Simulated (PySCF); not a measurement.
**Spin-state energies of [Mn(OH)4]2-**

[Mn(OH)4]2- holds Mn(II), d5, at total charge -2. The structure is a PBE0-D3(BJ)/def2-TZVP, IEF-PCM water geometry optimised for multiplicity 6; coordination tetrahedral, point group S4, metal–donor distances 2.06 Å.

```
9

Mn    0.000    0.000    0.000
O     1.207    1.207    1.153
H     0.994    2.127    0.983
O    -1.207   -1.207    1.153
H    -0.994   -2.127    0.983
O    -1.207    1.207   -1.153
H    -2.127    0.994   -0.983
O     1.207   -1.207   -1.153
H     2.127   -0.994   -0.983
```

Method (PySCF 2.14, density fitting): CASSCF(5,5) with orbitals averaged over all microstates of the shell, strongly contracted NEVPT2 on the averaged canonical orbitals; basis x2c-TZVPall on the metal, x2c-SVPall elsewhere; spin-free X2C; IEF-PCM water; spin-orbit coupling by state interaction with the mean-field operator over all roots.

The unrestricted Kohn–Sham energies use the same basis, Hamiltonian, solvent and geometry. All energies are vertical, in cm⁻¹ above the lowest state with 2S+1 = 6; a negative value means that the lower spin is more stable. A dash marks a spin without a sound unrestricted solution.

```json
{"method": "CASSCF", "2S+1 = 4": "27173", "2S+1 = 2": "39728"}
{"method": "NEVPT2", "2S+1 = 4": "23203", "2S+1 = 2": "35090"}
{"method": "BP86", "2S+1 = 4": "13767", "2S+1 = 2": "–"}
{"method": "TPSSh", "2S+1 = 4": "15746", "2S+1 = 2": "–"}
{"method": "B3LYP", "2S+1 = 4": "15960", "2S+1 = 2": "–"}
{"method": "PBE0", "2S+1 = 4": "18621", "2S+1 = 2": "–"}
```

**Question.** How does exact exchange act on the 2S+1 = 4 state?

**Answer.** From BP86 (0 % exact exchange) to PBE0 (25 %) it moves by +4854 cm⁻¹ against the high-spin state, so more exact exchange favours high spin, the usual trend.

The functionals differ in more than their exact exchange.

The active space of the d orbitals alone lacks metal–ligand bonding pairs, which usually tilts NEVPT2 towards high spin.
